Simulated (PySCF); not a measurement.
BFH4OSi, SMILES FBO[SiH3].

Geometry: TPSSh-D3(BJ)/def2-SVP. The values are those of a single conformer.

Calculation: PySCF with TDA-M06-2X/def2-SVPD.

Vertical excitations. Isolated molecule, no solvent. State labels are in the subgroup Cs.

Computed excitation energies, oscillator strengths and character:
| state | symmetry | energy (eV) | λ (nm) | f | main pairs |
|---|---|---|---|---|---|
| S1 | A" | 8.14 | 152 | 0.006 | HOMO−1→LUMO 64 %, HOMO−1→LUMO+1 20 % |
| S2 | A' | 8.18 | 152 | 0.015 | HOMO→LUMO 66 %, HOMO→LUMO+1 18 % |
| S3 | A" | 8.34 | 149 | 0.009 | HOMO→LUMO+2 58 %, HOMO−2→LUMO+2 29 % |
| S4 | A" | 8.91 | 139 | 0.038 | HOMO−2→LUMO+2 50 %, HOMO−3→LUMO+2 25 %, HOMO→LUMO+2 15 % |
| S5 | A' | 9.07 | 137 | 0.154 | HOMO−1→LUMO+2 64 %, HOMO→LUMO+1 19 % |
| S6 | A" | 9.13 | 136 | 0.128 | HOMO−1→LUMO+1 71 %, HOMO−1→LUMO 16 % |
| S7 | A' | 9.19 | 135 | 0.095 | HOMO→LUMO+1 55 %, HOMO−1→LUMO+2 22 %, HOMO→LUMO 12 % |
| S8 | A" | 9.34 | 133 | 0.003 | HOMO−1→LUMO+4 37 %, HOMO→LUMO+5 31 %, HOMO−3→LUMO+2 10 %, HOMO−1→LUMO+6 6 % |
| S9 | A' | 9.72 | 128 | 0.106 | HOMO−2→LUMO 66 % |
| S10 | A" | 10.03 | 124 | 0.041 | HOMO−1→LUMO+4 35 %, HOMO→LUMO+5 26 %, HOMO−4→LUMO 13 %, HOMO−3→LUMO+2 7 % |
| T1 | A" | 7.64 | 162 | 0 | HOMO−2→LUMO+2 56 %, HOMO→LUMO+2 33 % |
| T2 | A" | 7.77 | 160 | 0 | HOMO−1→LUMO 62 %, HOMO−1→LUMO+1 21 %, HOMO−1→LUMO+3 10 % |
| T3 | A' | 7.79 | 159 | 0 | HOMO→LUMO 60 %, HOMO→LUMO+1 19 %, HOMO→LUMO+3 9 % |
| T4 | A' | 8.11 | 153 | 0 | HOMO−1→LUMO+2 69 %, HOMO−4→LUMO+2 21 % |
Triplets are in the Tamm–Dancoff approximation.
